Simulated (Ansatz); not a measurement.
Reactions of C$_{3}$H$_{7}$Cl, SMILES `CC(C)Cl`.

Isolated molecules relaxed with PBE0-D4/def2-TZVP in Ansatz; ΔE leaves out vibrations. CCSD(T)/CBS adds triple-zeta CCSD(T) − MP2 to the extrapolated MP2 energy (def2 sets, frozen cores). This one scheme is used for every species, atoms too. No spin–orbit coupling; open shells (•) take unrestricted orbitals. Spin–orbit coupling would lower the free atoms: a little for Cl. def2 core potentials past Kr. Bonds to Sn are less sure, by a few kJ/mol each and by 10 to 20 or more in all where they break to atoms, as the def2 sets lack core-valence functions. One conformer a species, not always the lowest.

Q: Order these by ΔE at CCSD(T)/CBS, lowest first. (Estimate.)
A. `CC(C)Cl` + `CCC` → `CC(C)C(C)Cl` + CH₄
B. `CC(C)Cl` → `CCCl` + `[CH2]` (triplet)
C. `CC(C)Cl` → `CCCCl`
D. `CC(C)Cl` + `F[Si](F)(S)Cl` → `CS[Si](F)(F)Cl` + `CCCl`
E. `CC(C)Cl` → `C[CH]C`• + Cl•
F. `CC(C)Cl` + `CCO[SiH3]` → `CC(C)O[SiH3]` + `CCCl`
G. `CC(C)Cl` + `C[O][Sn]([OH])([F])[F]` → `C[O][Sn]([F])([F])[O]C` + `CCCl`

A: A (-12.5 kJ/mol), F (-2.3 kJ/mol), C (+11.7 kJ/mol), D (+21.5 kJ/mol), G (+74.2 kJ/mol), E (+374.0 kJ/mol), B (+448.4 kJ/mol).

Largest T1 diagnostic: 0.015, for `C[O][Sn]([OH])([F])[F]`.
